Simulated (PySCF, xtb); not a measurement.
C4H7FSi, SMILES C=C/C=C(\F)[SiH3].

GFN2-xTB (xtb) at its own geometry gives an orbital gap of 3.29 eV and a dipole moment of 1.83 D.

Coordinates come from a ωB97X-D3(BJ)/def2-SVP optimisation. The structure was generated by enumeration; whether it is a known compound was not checked. The values are those of a single conformer.

Q: What does M06-2X/def2-TZVP run with PySCF give? (An estimate is asked for; the answer gives what the named calculation found.)

A: gap 7.58 eV (levels -7.96 and -0.39 eV), dipole 1.34 D.
